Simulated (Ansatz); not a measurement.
Isolated molecules relaxed with PBE0-D4/def2-TZVP in Ansatz; ΔE leaves out vibrations. CCSD(T)/CBS adds triple-zeta CCSD(T) − MP2 to the extrapolated MP2 energy (def2 sets, frozen cores). Double bonds are as drawn, so ΔE can hold a change between cis and trans. Functionals use def2-TZVPP. B3LYP here is the variant with VWN-RPA as its local correlation; programs differ in this.

Reaction (formal exchange of groups at the Si–C bond): `FC1([SiH3])C[SiH2]1` + `C/C=C\F` → `C/C([SiH3])=C\F` + `FC1C[SiH2]1`

| level | ΔE (kcal/mol) | difference from CCSD(T)/CBS |
| --- | --- | --- |
| r2SCAN-D4 | -1.5 | -0.3 |
| PBE0-D4 | -1.7 | -0.5 |
| ωB97M-V | -1.3 | -0.1 |
| B2PLYP | -1.7 | -0.5 |
| PBE | -1.6 | -0.4 |
| r2SCAN | -1.6 | -0.4 |
| B3LYP | -1.6 | -0.4 |
| SCS-MP2/def2-TZVPP | -1.9 | -0.7 |
| CCSD/def2-TZVPP | -1.7 | -0.5 |
| CCSD(T)/def2-TZVPP | -1.6 | -0.4 |
| HF/def2-QZVPP | -2.3 | -1.1 |
| MP2/def2-QZVPP | -1.7 | -0.5 |
| SCS-MP2/def2-QZVPP | -1.7 | -0.5 |
| HF/CBS(def2) | -2.3 | -1.1 |
| MP2/CBS(def2) | -1.5 | -0.3 |
| CCSD/CBS(def2) | -1.2 | 0.0 |
| CCSD(T)/CBS | -1.2 | 0 |

Largest T1 diagnostic among the species: 0.013.
